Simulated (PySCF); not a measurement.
Compound: C₆H₁₁I.
Atom-mapped SMILES: `[I:1][CH:2]1[CH2:3][CH2:4][CH2:5][CH2:6][CH2:7]1` (hydrogens: H8 on C2; H9, H10 on C3; H11, H12 on C4; H13, H14 on C5; H15, H16 on C6; H17, H18 on C7)

Method: PySCF 2.14.0, PBE0-D3(BJ)/def2-SVP geometry optimisation, gas phase, def2 core potentials past Kr.

**Question.** What internal coordinates does the optimisation give?

**Answer.** 
```
          bond  length (bohr)   order
         I1–C2          4.121  single
  C2–C3, C2–C7          2.870  single
  C3–C4, C6–C7          2.891  single
  C4–C5, C5–C6          2.881  single
         C2–H8          2.080  single
 C3–H9, C7–H18          2.086  single
C3–H10, C7–H17          2.079  single
C4–H11, C6–H15          2.088  single
C4–H12, C6–H16          2.082  single
        C5–H13          2.082  single
        C5–H14          2.088  single
```

Bonds in one row agree within 0.02 bohr and their mean is given. Orders are formal, as drawn. A selection of angles:
```
     angle  degrees
  I1–C2–C3    110.4
  I1–C2–C7    110.5
  I1–C2–H8    102.6
  C3–C2–C7    112.4
  C3–C2–H8    110.2
  C2–C3–C4    110.1
  C2–C3–H9    109.0
 C2–C3–H10    110.5
  C4–C3–H9    109.6
 C4–C3–H10    110.8
 H9–C3–H10    106.8
  C3–C4–C5    111.5
 C3–C4–H11    109.3
 C3–C4–H12    109.5
 C5–C4–H11    109.4
 C5–C4–H12    110.8
H11–C4–H12    106.2
  C4–C5–C6    111.1
 C4–C5–H13    110.5
 C4–C5–H14    109.2
H13–C5–H14    106.4
 C2–C7–H17    110.5
```

Dihedral angles: I1–C2–C3–C4 180° (antiperiplanar); C2–C3–C4–C5 55° (synclinal); C3–C4–C5–C6 -55° (synclinal); C4–C5–C6–C7 55° (synclinal); C5–C6–C7–C2 -55° (synclinal); I1–C2–C7–C6 180° (antiperiplanar).

The 6-membered ring C2–C3–C4–C5–C6–C7 has internal angles of 110.1° to 112.4°; it is puckered, 0.23 Å rms from its mean plane, widest ring torsion 57°.

Point group: Cs (tolerance 0.08 Å). No PBE0-D3(BJ)/def2-SVP frequencies stand behind this structure, so it isn't proved a minimum. The numbers are those of one conformer.
